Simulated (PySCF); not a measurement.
Mapped SMILES: `[CH3:1][Si:2]([CH3:3])([CH3:4])[O:5][c:6]1[cH:7][cH:8][s:9][cH:10]1` (H(Xn): hydrogen on atom n).

Geometry: PBE0-D3(BJ)/def2-SVP; GIAO absolute shieldings from PySCF 2.14, gas phase, non-relativistic, averaged over equivalent atoms.

At PBE0/pcSseg-1 (244 basis functions, 61 s wall time on 1 thread of an Intel Xeon Platinum 8488C, shared host):
| atoms | σ (ppm) |
| --- | --- |
| C6 | 25.4 |
| C8 | 53.1 |
| C7 | 61.7 |
| C10 | 73.3 |
| C1/C3/C4 | 184.4 |
| Si2 | 327.1 |
| O5 | 218.0 |
| S9 | 323.8 |
| H(C8) | 24.36 |
| H(C7) | 24.65 |
| H(C10) | 24.93 |
| H(C1)/H(C3)/H(C4) | 30.99 |

Question: What do these become at wB97X-D/pcSseg-1?

Answer: 
| atoms | σ at wB97X-D/pcSseg-1 | change |
| --- | --- | --- |
| C6 | 24.1 | -1.3 |
| C8 | 50.2 | -2.9 |
| C7 | 60.7 | -1.0 |
| C10 | 71.3 | -2.0 |
| C1/C3/C4 | 184.4 | +0.0 |
| Si2 | 328.0 | +0.9 |
| O5 | 224.5 | +6.5 |
| S9 | 320.9 | -2.9 |
| H(C8) | 24.41 | +0.05 |
| H(C7) | 24.77 | +0.12 |
| H(C10) | 24.98 | +0.05 |
| H(C1)/H(C3)/H(C4) | 31.10 | +0.11 |

The largest change is at O5 (oxygen bonded to C, Si). Cost: 244 basis functions, 74 s wall time on 1 thread of an Intel Xeon Platinum 8488C, shared host. The order of the carbon signals is the same at both levels.
